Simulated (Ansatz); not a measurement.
`[BH2][GeH2][Br]` + `BNCC` → `BN(B)CC` + `[GeH3][Br]` at 600 K and 1 bar (cleavage of the B–Ge bond).

Computed with Ansatz on PBE0-D4/def2-TZVP structures; ΔE is electronic, products minus reactants. CBS: MP2 limit from def2 TZ/QZ plus the TZ coupled-cluster correction, frozen cores. For Br, Ge outer-core shells are correlated without core-valence functions, which leaves a few kJ/mol of doubt a bond. Scalar relativity is left out up to krypton. Each species was taken in one conformer, which may not be the lowest.

```csv
species,CCSD(T)/CBS energy (Eh),H − E (kJ/mol),S (J/(mol·K))
`[BH2][GeH2][Br]`,-4676.63012,143.3,400.2
`BNCC`,-160.44809,329.4,380.8
`BN(B)CC`,-185.85795,370.9,428.3
`[GeH3][Br]`,-4651.26096,96.2,322.2
```

H − E and S are ideal-gas, rigid-rotor, harmonic terms from PBE0-D4/def2-TZVP, for one conformer and one mirror image of each species. 1 Eh = 2625.50 kJ/mol, R = 8.31446 J/(mol·K).

Question: By hand: ΔE, ΔH, ΔS and ΔG.

Answer: ΔE = (-185.85795) + (-4651.26096) − (-4676.63012) − (-160.44809) = -0.04070 Eh = -106.9 kJ/mol. Δ(H − E) = 370.9 + 96.2 − 143.3 − 329.4 = -5.6, so ΔH = -112.5 kJ/mol. ΔS = 428.3 + 322.2 − 400.2 − 380.8 = -30.5 J/(mol·K). ΔG = -112.5 − 600 × (-30.5)/1000 = -94.2 kJ/mol.

Question: By hand: the equilibrium constant, and the temperature at which ΔG would vanish if ΔH and ΔS stayed fixed.

Answer: log₁₀ K = −ΔG/(RT ln 10) = 8.2. ΔG = 0 at ΔH/ΔS = 3689 K, far beyond where these terms or the molecules hold.

ΔH outweighs TΔS. A doubt of 5 kJ/mol in ΔE shifts log₁₀ K by 0.4 here. Other conformers and mirror images would add mixing entropy, several J/(mol·K) or more a flexible species. Modes under 60 cm⁻¹, often nearly free rotors, make the harmonic entropy too high. These are equilibria of isolated gas molecules and say nothing of rates. Largest T1 diagnostic: 0.012 (customary marks: 0.02 for closed shells, 0.045 for open ones).
